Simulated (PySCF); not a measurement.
**How methods differ on the fine-structure interval of In**

In [Kr] 4d10 5s2 5p1 [5p1/2^1, M_J = 1/2] → In [Kr] 4d10 5s2 5p1 [5p3/2^1, M_J = 3/2], as a difference of total energies. Calculation: PySCF 2.14, in x2c-TZVPPall-2c; the two-component X2C-1e Hamiltonian. Correlated levels: [Ar] 3d10 frozen; the 6 highest virtual spinors dropped. "Screened" scales the spin-orbit matrix elements by Boettger's factors to mimic the two-electron term; Breit and QED terms are absent.

| method | fine-structure interval (cm⁻¹) | error (cm⁻¹) |
| --- | --- | --- |
| GHF (screened spin-orbit) | 2726.4 | +514 |
| GMP2 (screened spin-orbit) | 1947.4 | -265 |
| GHF (bare spin-orbit) | 2801.4 | +589 |

Reference: 2212.6 cm⁻¹ (measured; NIST Handbook of Basic Atomic Spectroscopic Data (Sansonetti and Martin, J. Phys. Chem. Ref. Data 34, 1559 (2005))).

Errors of the correlated levels include the incompleteness of this basis and the frozen core.

GHF and GMP2 differ strongly here because the two determinants are spin-polarised to different degrees; the interval is a small difference of such terms.
